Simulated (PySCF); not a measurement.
Species: C3H11FSSi2.
Geometry (GFN2-xTB, Å), atoms numbered from 1 in this order:
```xyz
18
C3H11FSSi2 angstrom
C      3.1530   -0.9036   -0.2846
S      1.7159   -0.5841    0.7881
Si     0.7796    0.9599   -0.3544
F      0.6160    0.4073   -1.8677
C     -0.9021    1.4017    0.3800
C     -1.6969    0.2307    0.9657
Si    -2.3190   -1.0277   -0.3223
H      3.6891   -1.7394    0.1521
H      3.7894   -0.0247   -0.3103
H      2.8122   -1.1564   -1.2831
H      1.6950    2.0759   -0.5371
H     -0.7424    2.1511    1.1592
H     -1.4912    1.8924   -0.3967
H     -1.0781   -0.2820    1.7053
H     -2.5552    0.6348    1.5092
H     -3.0551   -0.3083   -1.3673
H     -3.2160   -1.9614    0.3636
H     -1.2029   -1.7598   -0.9183
```

PySCF, density fitting, gas phase, GFN2-xTB geometry. The standard run uses grid level 2 after a coarse-grid start, the def2-universal JK fitting basis (with tight functions added where the orbital basis needs them), an energy threshold of 1e-9 Eh and DIIS. The changed runs have no coarse-grid stage.

Q: Standard PBE0/def2-SVPD: E = -1196.968252 Eh, HOMO -7.114 eV, LUMO 0.027 eV, dipole 1.342 D, 12 cycles (coarse-grid cycles included). What changes at PBE0/def2-SVPD with: fitting basis def2-qzvpp-jkfit?

A: E = -1196.968254 Eh (-0.002 mEh), HOMO -7.114 eV (0.000), LUMO 0.027 eV (0.000), dipole 1.342 D (0.000), 10 SCF cycles. The result matches the standard run within 0.02 mEh and 0.003 eV.

The cycles:
```
cycle   1  E = -1196.9003682290  dE =  2.947e-01  |g| = 5.675e-01  |ddm| = 5.238e+00
cycle   2  E = -1196.8418939993  dE =  5.847e-02  |g| = 8.256e-01  |ddm| = 1.601e+00
cycle   3  E = -1196.9670512746  dE = -1.252e-01  |g| = 7.419e-02  |ddm| = 8.546e-01
cycle   4  E = -1196.9679861898  dE = -9.349e-04  |g| = 3.213e-02  |ddm| = 1.468e-01
cycle   5  E = -1196.9682437103  dE = -2.575e-04  |g| = 6.117e-03  |ddm| = 5.028e-02
cycle   6  E = -1196.9682535141  dE = -9.804e-06  |g| = 1.843e-03  |ddm| = 1.178e-02
cycle   7  E = -1196.9682544268  dE = -9.127e-07  |g| = 4.129e-04  |ddm| = 3.395e-03
cycle   8  E = -1196.9682544757  dE = -4.893e-08  |g| = 1.227e-04  |ddm| = 9.515e-04
cycle   9  E = -1196.9682544804  dE = -4.684e-09  |g| = 2.859e-05  |ddm| = 2.791e-04
cycle  10  E = -1196.9682544806  dE = -2.044e-10  |g| = 9.262e-06  |ddm| = 5.550e-05
```

Q: Standard PBE0/pcSseg-1: E = -1197.355030 Eh, HOMO -7.132 eV, LUMO 0.260 eV, dipole 1.359 D, 12 cycles (coarse-grid cycles included). What changes at PBE0/pcSseg-1 with: level shift 0.2 Eh, energy threshold 1e-08 Eh?

A: E = -1197.355030 Eh (0.000 mEh), HOMO -7.132 eV (0.000), LUMO 0.260 eV (0.000), dipole 1.359 D (0.000), 10 SCF cycles. The result matches the standard run within 0.02 mEh and 0.003 eV; such settings steer the iterations and don't enter the energy expression.

The cycles:
```
cycle   1  E = -1197.2710493359  dE =  3.509e-01  |g| = 6.213e-01  |ddm| = 3.647e+00
cycle   2  E = -1197.2945596566  dE = -2.351e-02  |g| = 6.490e-01  |ddm| = 9.628e-01
cycle   3  E = -1197.3520037469  dE = -5.744e-02  |g| = 1.047e-01  |ddm| = 2.876e-01
cycle   4  E = -1197.3548953150  dE = -2.892e-03  |g| = 2.407e-02  |ddm| = 1.272e-01
cycle   5  E = -1197.3550160804  dE = -1.208e-04  |g| = 6.905e-03  |ddm| = 3.156e-02
cycle   6  E = -1197.3550277762  dE = -1.170e-05  |g| = 2.851e-03  |ddm| = 1.065e-02
cycle   7  E = -1197.3550296383  dE = -1.862e-06  |g| = 7.459e-04  |ddm| = 3.275e-03
cycle   8  E = -1197.3550298087  dE = -1.704e-07  |g| = 1.427e-04  |ddm| = 1.264e-03
cycle   9  E = -1197.3550298267  dE = -1.795e-08  |g| = 5.772e-05  |ddm| = 4.768e-04
cycle  10  E = -1197.3550298295  dE = -2.835e-09  |g| = 2.099e-05  |ddm| = 1.858e-04
```
